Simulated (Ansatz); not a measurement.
A search over several starts for the lowest SCF solution of the cluster Al2N2 at the given spin, in a small basis.

```yaml
crystal:
  periodic: [false, false, false]
  atoms:
    - {symbol: Al, position_ang: [1.151589, -0.074717, -0.887790]}
    - {symbol: Al, position_ang: [-0.799055, 1.215626, -0.061421]}
    - {symbol: N, position_ang: [0.185135, -0.309394, 0.922682]}
    - {symbol: N, position_ang: [-0.537679, -0.831516, 0.026530]}
basis:
  gaussian: {orbitals: def2-SVP, initial_orbitals: start.molden}
magnetization: {spin_polarized: true, initial_magnetization: 4}
hamiltonian: {xc: pbe0, dispersion: d4}
output: {orbitals: {seedname: orbitals}}
```

The file start.molden holds the orbitals of an earlier run on this structure, at another level or in another basis.

```sh
$ ansatz run in.yaml --threads 4 --pin off --events-out ev --progress --plain --max-ram 3916MiB
```

Shortened log:

```
Functional definition: PBE0
600 factors; integrals over basis functions are off by at most 7.3e-4 eV
mean field evaluation 1: about -16153.0753 eV, gradient 4.3e0 eV
mean field evaluation 2: about -16153.1706 eV, gradient 8.9e-2 eV
mean field evaluation 4: about -16153.3262 eV, gradient 1.0e-3 eV
mean field evaluation 8: about -16148.6027 eV, gradient 2.8e1 eV
mean field evaluation 16: about -16153.3261 eV, gradient 3.9e-2 eV
mean field -16153.32618272 eV, -593.6237880974 hartree, gradient 2.3e-5 eV, S^2 6.008310; 3 other end points of the search recorded, 0 dependent functions left out
reference -16153.32620713 eV, -593.6237889944 hartree; 22, 18 occupied and 42, 46 virtual orbitals, 600 factors
Total energy: -16153.41012287 eV, -593.6268728409 hartree
```

It took 0.8 s on 4 threads of INTEL XEON PLATINUM 8581C on a shared host.

At PBE0-D4/def2-TZVP a singlet of charge 0 lies 2.80 eV below the quintet, each at its own geometry. The structure comes from a short search, and lower isomers may exist.
